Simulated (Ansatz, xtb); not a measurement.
**Relaxing a trial structure of GaGeH5N**

The starting geometry of this gas-phase doublet was built from a drawn formula by distance geometry; its bonds are those of `[NH2][GeH][GaH2]`.

```xyz
8

Ga    2.4668   -1.1361    0.5561
Ge    0.3677   -0.9171   -0.0398
N    -0.8633   -1.6319    1.0690
H    -0.6918   -1.6602    2.0727
H    -1.4122   -2.4557    0.7073
H    -0.4605   -0.1847   -1.1907
H     3.5442   -0.7070    1.7802
H     2.6941   -2.8261    0.6968
```

Q: Predict what becomes of its bonds when it is optimised with r2SCAN-D4/def2-SVP.

A: It keeps its bonds, and is `[NH2][GeH][GaH2]`.

The energy falls by 1.63 eV over 18 steps:

```json
{"step": "1", "E − E(last) (eV)": "1.630"}
{"step": "3", "E − E(last) (eV)": "0.548"}
{"step": "5", "E − E(last) (eV)": "0.339"}
{"step": "7", "E − E(last) (eV)": "0.167"}
{"step": "9", "E − E(last) (eV)": "0.051"}
{"step": "10", "E − E(last) (eV)": "0.016"}
{"step": "12", "E − E(last) (eV)": "0.002"}
{"step": "14", "E − E(last) (eV)": "0.000"}
{"step": "16", "E − E(last) (eV)": "0.000"}
{"step": "18", "E − E(last) (eV)": "0.000"}
```

Final geometry (Å):

```yaml
atoms:
  - { symbol: Ga, position_ang: [2.6402, -1.3890, 0.8885] }
  - { symbol: Ge, position_ang: [0.4047, -0.8753, 0.3659] }
  - { symbol: N, position_ang: [-0.9734, -1.9815, 0.7701] }
  - { symbol: H, position_ang: [-0.9084, -2.6505, 1.5300] }
  - { symbol: H, position_ang: [-1.9318, -1.7551, 0.5264] }
  - { symbol: H, position_ang: [-0.1724, 0.0565, -0.7177] }
  - { symbol: H, position_ang: [3.7107, -0.3811, 0.3781] }
  - { symbol: H, position_ang: [2.8754, -2.5428, 1.9102] }
```

From the same start GFN2-xTB ends elsewhere, differing in Ga1–N3 (2.03 against 3.66 Å here).

No frequencies were run, so the end isn't proven a minimum. Open shells are spin-unrestricted. Run with Ansatz 0.2.0, 110 s on 2 threads of Intel(R) Xeon(R) Platinum 8488C (Sapphire Rapids), with other jobs on the host.
